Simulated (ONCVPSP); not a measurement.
# An odd input for ONCVPSP 4.0.1 (oxygen)

Command:

```bash
oncvpsp.x < O.dat > O.out
```

Input:

```
# ATOM AND REFERENCE CONFIGURATION
# atsym  z   nc   nv     iexc    psfile
  O 8.00    1    2  -001012      upf
#
#   n    l    f
    1    0    2.00
    2    0    1.00
    2    1    5.00
#
# PSEUDOPOTENTIAL AND OPTIMIZATION
# lmax
    0
#
#   l,   rc,      ep,       ncon, nbas, qcut
    0    0.90    0.00    4    9    8.40
    1    1.95    0.00    3    7    7.80
#
# LOCAL POTENTIAL
# lloc, lpopt,  rc(5),   dvloc0
    4    5    0.75    4.00
#
# VANDERBILT-KLEINMAN-BYLANDER PROJECTORs
# l, nproj, debl
    0    2    3.80
    1    2    3.20
#
# MODEL CORE CHARGE
# icmod, fcfact, rcfact
    1    0.70    0.00
#
# LOG DERIVATIVE ANALYSIS
# epsh1, epsh2, depsh
   -2.00    5.00    0.02
#
# OUTPUT GRID
# rlmax, drl
    6.00    0.01
#
# TEST CONFIGURATIONS
# ncnf
    4
# nvcnf
#   n    l    f
    2
    2    0    2.00
    2    1    4.00
#
    2
    2    0    2.00
    2    1    3.00
#
    2
    2    0    2.00
    2    1    2.00
#
    2
    2    0    2.00
    2    1    0.00
#
```

Output:

```
ONCVPSP  (Optimized Norm-Conservinng Vanderbilt PSeudopotential)
scalar-relativistic version 4.0.1

Read ERROR, input data file line  16
Program will stop
```

**Question.** This input was made by a single change from one that runs to its end. What was changed?

**Answer.** The change: lmax lowered by one with the lists unchanged. The program refuses the input: "Read ERROR, input data file line 16".
